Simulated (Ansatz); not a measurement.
Mo3H3Se9. Total charge 0; doublet. Geometry PBE-D4/def2-SVP.

Cartesian coordinates in Å:
```
Mo 0.563 0.494 1.234
Mo -1.447 -1.305 0.226
Mo 0.107 0.708 -1.424
Se 1.431 1.669 3.502
Se 0.780 2.559 -0.040
Se 2.443 -0.294 2.606
Se -1.653 0.383 2.080
Se -1.566 -3.210 1.498
Se -2.210 0.702 -1.402
Se 0.912 -1.414 -0.406
Se -2.759 -2.625 -1.491
Se 1.233 0.656 -3.612
H 2.389 2.663 2.919
H -2.849 -1.634 -2.610
H 2.626 0.648 -3.079
```

In the def2 sets Mo takes a core potential; there is no spin–orbit coupling. B3LYP takes the VWN-RPA correlation. Single mean-field runs in def2-TZVP are fitted with def2-universal-jkfit. At HF/def2-TZVP the charge 0 doublet is spin-contaminated (final ⟨S²⟩ up to 3.94, 0.75 for a pure state).

Estimate the α-spin orbital energies around the gap (eV) in Ansatz with HF/def2-TZVP, PBE-D4/def2-TZVP, B3LYP-D4/def2-TZVP, PBE0-D4/def2-SVP, PBE0-D4/def2-TZVP.


```
orbital  HF/def2-TZVP  PBE-D4/def2-TZVP  B3LYP-D4/def2-TZVP  PBE0-D4/def2-SVP  PBE0-D4/def2-TZVP
HOMO−13        -11.90             -7.64               -8.57             -8.89              -8.87
HOMO−12        -11.37             -7.43               -8.30             -8.60              -8.59
HOMO−11        -11.23             -7.25               -8.13             -8.44              -8.42
HOMO−10        -11.15             -7.20               -8.07             -8.36              -8.34
 HOMO−9        -10.87             -7.03               -7.90             -8.18              -8.18
 HOMO−8        -10.58             -6.87               -7.73             -8.03              -8.00
 HOMO−7        -10.48             -6.74               -7.59             -7.88              -7.87
 HOMO−6        -10.04             -6.65               -7.47             -7.71              -7.72
 HOMO−5         -9.98             -6.38               -7.22             -7.48              -7.48
 HOMO−4         -9.55             -6.08               -6.95             -7.21              -7.20
 HOMO−3         -9.33             -5.96               -6.74             -6.97              -6.97
 HOMO−2         -8.90             -5.83               -6.61             -6.86              -6.85
 HOMO−1         -8.75             -5.68               -6.39             -6.59              -6.60
   HOMO         -8.16             -4.80               -5.55             -5.75              -5.77
   LUMO         -0.44             -4.01               -3.57             -3.45              -3.46
 LUMO+1         -0.04             -3.86               -3.43             -3.31              -3.31
 LUMO+2          0.13             -3.82               -3.30             -3.15              -3.15
 LUMO+3          0.42             -3.68               -3.21             -3.06              -3.08
 LUMO+4          0.66             -3.57               -3.15             -3.01              -3.02
 LUMO+5          0.82             -3.28               -2.81             -2.67              -2.68
 β HOMO         -8.70             -5.60               -6.30             -6.48              -6.49
 β LUMO         -1.55             -4.49               -4.13             -4.00              -4.00
```
